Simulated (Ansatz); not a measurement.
Species: CAuO, net charge 0, doublet state. The spin state was set by rule; other spins were not relaxed. 
Coordinates optimised at B3LYP-D3(BJ)/def2-TZVP (Ansatz, a quantum-chemistry and plane-wave program):
```xyz
3

Au    -0.2354    -0.2309    -0.2070
O      1.7288     1.3581     1.4415
C      0.7949     1.2293     0.8037
```
Charge 0, spin multiplicity 2.

Basis-set convergence of Hartree-Fock and CCSD(T) correlation energies (hartree) with Ansatz. Correlated levels leave the core frozen unless marked. UHF or UKS for open shells. No spin-orbit coupling. Frozen are the shells of the preceding noble gas and the d and f shells that filled before the atom's block. Past Kr the def2 sets carry scalar-relativistic core potentials.

```csv
basis,functions,E(HF),"E(corr, CCSD(T))"
def2-SVPD,78,-247.41281,-0.59494
def2-TZVPPD,136,[?],[?]
```

Complete the blanks.


- def2-TZVPPD, E(HF): -247.55444
- def2-TZVPPD, E(corr, CCSD(T)): -0.76483
